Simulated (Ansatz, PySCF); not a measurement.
C2H6O2Si, SMILES CO[Si]OC (connectivity only; charge and spin as stated), neutral, multiplicity 1.

Geometry optimised at B3LYP-D3(BJ)/def2-SVP. The values are those of a single conformer.

Vertical ionisation energy (IE) and electron affinity (EA) in eV. Rows of orbital energies are one-electron estimates. Where ΔSCF, EOM or ADC give a negative EA the extra electron is unbound and the value depends on the basis.

| level | IE | EA |
|---|---|---|
| −ε(HOMO), −ε(LUMO), ωB97X/def2-TZVP (PySCF) | 9.34 | -0.98 |
| −ε(HOMO), −ε(LUMO), PBE/def2-TZVP (PySCF) | (withheld) | (withheld) |
| ΔSCF, PBE0/def2-SVPD (Ansatz), final states of multiplicity 2 and 2 | 9.17 | -0.62 |
| ΔSCF, PBE/def2-SVPD (Ansatz), final states of multiplicity 2 and 2 | 9.00 | -0.66 |

Problem. Some entries are withheld; supply them. (The exact figures need the calculation; the answer reports its results.)

Solution. 
- −ε(HOMO), −ε(LUMO), PBE/def2-TZVP (PySCF), IE: 5.84
- −ε(HOMO), −ε(LUMO), PBE/def2-TZVP (PySCF), EA: 1.89

Problem. What vertical singlet–triplet gap does ΔSCF give with PBE0/def2-SVPD (Ansatz, a quantum-chemistry and plane-wave program) and with PBE/def2-SVPD (Ansatz)? (An estimate is asked for; the answer gives what the named calculation found.)

Solution. 3.10 and 3.18 eV (triplet above singlet where positive).
